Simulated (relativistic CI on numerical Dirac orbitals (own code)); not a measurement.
## Electric-dipole lines of O⁶⁺

Calculated at this level of theory: Dirac-Coulomb-Breit CI, KLI orbitals optimised for each configuration, model QED (radiative potential, 1s self-energy scaled to tabulated hydrogen-like ionisation energies), unscaled Slater integrals (own radial code, finite nucleus).

Configuration list: 1s2, 1s 2s, 1s 2p, 1s 3s, 1s 3p, 1s 3d, 1s 4s, 1s 4p, 1s 4d, 1s 4f, 1s 5s, 1s 5p, 1s 5d, 1s 5f, 1s 5g, 1s 6s, 1s 6p, 1s 6d. Levels of other configurations are missing.

```csv
λ vac (Å),Lower,Upper,A (s⁻¹),log gf,S velocity/length
21.629,1s2 1S_0 [1],1s 2p 1P°_1 [7],3.44e+12,-0.14,1.01
96.268,1s 2p 3P°_2 [5],1s 4d 3D_3 [25],5.31e+10,-0.29,1.00
100.65,1s 2p 1P°_1 [7],1s 4d 1D_2 [30],4.87e+10,-0.43,0.98
120.39,1s 2s 3S_1 [2],1s 3p 3P°_2 [11],5.13e+10,-0.25,1.04
120.41,1s 2s 3S_1 [2],1s 3p 3P°_1 [10],5.14e+10,-0.47,1.04
128.12,1s 2s 1S_0 [6],1s 3p 1P°_1 [17],5.03e+10,-0.43,0.95
128.57,1s 2p 3P°_0 [3],1s 3d 3D_1 [13],8.96e+10,-0.18,1.00
128.58,1s 2p 3P°_1 [4],1s 3d 3D_2 [14],1.20e+11,0.17,1.00
128.58,1s 2p 3P°_1 [4],1s 3d 3D_1 [13],6.72e+10,-0.30,1.00
128.66,1s 2p 3P°_2 [5],1s 3d 3D_3 [15],1.61e+11,0.45,1.00
128.67,1s 2p 3P°_2 [5],1s 3d 3D_2 [14],3.98e+10,-0.31,1.00
136.57,1s 2p 1P°_1 [7],1s 3d 1D_2 [16],1.51e+11,0.32,1.00
255.69,1s 3p 3P°_2 [11],1s 5d 3D_3 [39],8.25e+09,-0.25,1.02
261.31,1s 3d 3D_3 [15],1s 5f 3F°_4 [42],1.09e+10,0.00,1.00
261.62,1s 3d 1D_2 [16],1s 5f 1F°_3 [45],8.11e+09,-0.23,1.00
352.85,1s 3s 3S_1 [8],1s 4p 3P°_2 [21],6.55e+09,-0.21,1.02
370.12,1s 3p 3P°_0 [9],1s 4d 3D_1 [23],9.26e+09,-0.24,1.01
370.13,1s 3p 3P°_1 [10],1s 4d 3D_2 [24],1.24e+10,0.11,1.01
370.14,1s 3p 3P°_1 [10],1s 4d 3D_1 [23],6.94e+09,-0.37,1.01
370.32,1s 3p 3P°_2 [11],1s 4d 3D_3 [25],1.67e+10,0.38,1.01
382.04,1s 3d 3D_2 [14],1s 4f 1F°_3 [29],8.12e+09,0.09,1.00
382.05,1s 3d 3D_1 [13],1s 4f 3F°_2 [27],2.79e+10,0.48,1.00
382.07,1s 3d 3D_2 [14],1s 4f 3F°_2 [27],5.10e+09,-0.25,1.00
382.07,1s 3d 3D_2 [14],1s 4f 3F°_3 [26],2.14e+10,0.52,1.00
382.12,1s 3d 3D_3 [15],1s 4f 3F°_4 [28],3.31e+10,0.81,1.00
382.78,1s 3d 1D_2 [16],1s 4f 1F°_3 [29],2.36e+10,0.56,1.00
382.81,1s 3d 1D_2 [16],1s 4f 3F°_3 [26],9.47e+09,0.16,1.00
389.24,1s 3p 1P°_1 [17],1s 4d 1D_2 [30],1.70e+10,0.29,1.00
770.89,1s 4s 3S_1 [18],1s 5p 3P°_2 [35],1.52e+09,-0.17,1.02
802.43,1s 4p 3P°_1 [20],1s 5d 3D_2 [38],2.56e+09,0.09,1.02
802.78,1s 4p 3P°_2 [21],1s 5d 3D_3 [39],3.42e+09,0.36,1.02
825.22,1s 4d 3D_2 [24],1s 5f 1F°_3 [45],1.47e+09,0.02,1.00
825.26,1s 4d 3D_1 [23],1s 5f 3F°_2 [41],5.21e+09,0.43,1.00
825.31,1s 4d 3D_2 [24],1s 5f 3F°_3 [40],4.05e+09,0.46,1.00
825.38,1s 4d 3D_3 [25],1s 5f 3F°_4 [42],6.21e+09,0.76,1.00
826.42,1s 4f 3F°_3 [26],1s 5g 3G_4 [43],9.79e+09,0.96,1.00
826.44,1s 4f 3F°_2 [27],1s 5g 3G_3 [44],9.39e+09,0.83,1.00
826.50,1s 4f 3F°_4 [28],1s 5g 3G_5 [46],1.02e+10,1.06,1.00
826.54,1s 4f 1F°_3 [29],1s 5g 1G_4 [47],9.89e+09,0.96,1.00
827.08,1s 4d 1D_2 [30],1s 5f 1F°_3 [45],4.49e+09,0.51,1.00
827.17,1s 4d 1D_2 [30],1s 5f 3F°_3 [40],1.71e+09,0.09,1.00
840.52,1s 4p 1P°_1 [31],1s 5d 1D_2 [48],3.66e+09,0.29,0.99
1480.2,1s 5p 3P°_1 [34],1s 6d 3D_2 [56],7.58e+08,0.10,1.02
1480.8,1s 5p 3P°_2 [35],1s 6d 3D_3 [57],1.01e+09,0.37,1.02
1547.0,1s 5p 1P°_1 [49],1s 6d 1D_2 [58],1.14e+09,0.31,0.96
```

Terms are leading LS components. Brackets give the number of a level in order of energy, since labels repeat. The list gives strong lines, with weight on those to low levels, and without 4 lines that miss the measured interval by over 7 %, start from a term whose rates miss tabulated ones by over 60 %, have gauges far apart or, lacking measured levels, span too small a gap for the errors found; lines with a level outside our table were not tested and can miss by more. Levels whose partners in the same complex of configurations lie outside the list can be far off, and so can their lines. Rates are taken at the computed energies, electric ones in the length gauge. A velocity-to-length ratio far from 1 marks an uncertain rate.

19 of the 19 excited levels that our extract of the measured tables holds in this range could be paired (the sources list more); they are missed by 9100 cm⁻¹ on average and 10368 at most, and levels without a partner can miss by more.
